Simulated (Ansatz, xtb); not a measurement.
C3H7AlF2O: where a starting geometry ends

The starting geometry of this gas-phase singlet was built from a drawn formula by distance geometry and a force field; its bonds are those of `CO[C@@H](F)[CH2][AlH][F]`.

```yaml
atoms:
  - { symbol: C, position_ang: [-1.3275, -2.4691, -1.3566] }
  - { symbol: C, position_ang: [0.3034, -1.0612, -0.3769] }
  - { symbol: C, position_ang: [0.6718, 0.3898, -0.3032] }
  - { symbol: Al, position_ang: [-0.8851, 1.6198, 0.1271] }
  - { symbol: F, position_ang: [1.3655, -1.8358, -0.5835] }
  - { symbol: F, position_ang: [-0.5972, 3.4067, 0.3231] }
  - { symbol: O, position_ang: [-0.6683, -1.2130, -1.4481] }
  - { symbol: H, position_ang: [-0.5620, -3.3068, -1.3680] }
  - { symbol: H, position_ang: [-1.9304, -2.6217, -2.2116] }
  - { symbol: H, position_ang: [-1.8913, -2.5344, -0.4260] }
  - { symbol: H, position_ang: [-0.2259, -1.3543, 0.6356] }
  - { symbol: H, position_ang: [1.4907, 0.5117, 0.4974] }
  - { symbol: H, position_ang: [1.1123, 0.7242, -1.2904] }
  - { symbol: H, position_ang: [-2.3074, 1.0349, 0.4042] }
```

Problem. Where would you expect an optimisation with r2SCAN-D4/def2-SVP to take it?

Solution. A new bond forms, giving a structure given below by its coordinates. Contacts that close: Al4–O7 (3.25 → 1.97 Å).

The energy falls by 1.29 eV over 27 steps:

```json
{"step": "1", "E − E(last) (eV)": "1.294"}
{"step": "4", "E − E(last) (eV)": "0.619"}
{"step": "7", "E − E(last) (eV)": "0.555"}
{"step": "10", "E − E(last) (eV)": "0.445"}
{"step": "13", "E − E(last) (eV)": "0.181"}
{"step": "15", "E − E(last) (eV)": "0.042"}
{"step": "18", "E − E(last) (eV)": "0.009"}
{"step": "21", "E − E(last) (eV)": "0.002"}
{"step": "24", "E − E(last) (eV)": "0.000"}
{"step": "27", "E − E(last) (eV)": "0.000"}
```

Final geometry (Å):

```xyz
14

C    -1.4699   -2.0376   -1.2960
C     0.5290   -1.0348   -0.2035
C     0.8771    0.3731    0.1713
Al   -0.9764    0.9934   -0.2567
F     1.3504   -1.6398   -1.1141
F    -1.1764    1.9292   -1.6360
O    -0.7665   -0.8747   -0.8573
H    -0.8410   -2.5951   -2.0038
H    -2.3827   -1.6909   -1.7949
H    -1.7294   -2.6711   -0.4321
H     0.3908   -1.7404    0.6376
H     1.3102    0.4470    1.1777
H     1.5963    0.7704   -0.5636
H    -2.1630    1.0620    0.7945
```

From the same start GFN2-xTB reaches the same bonding as this run.

No frequencies were run, so the end isn't proven a minimum. Run with Ansatz 0.2.0, 35 s on 2 threads of AMD EPYC 9R45 96-Core Processor (Zen 5), on a shared host.
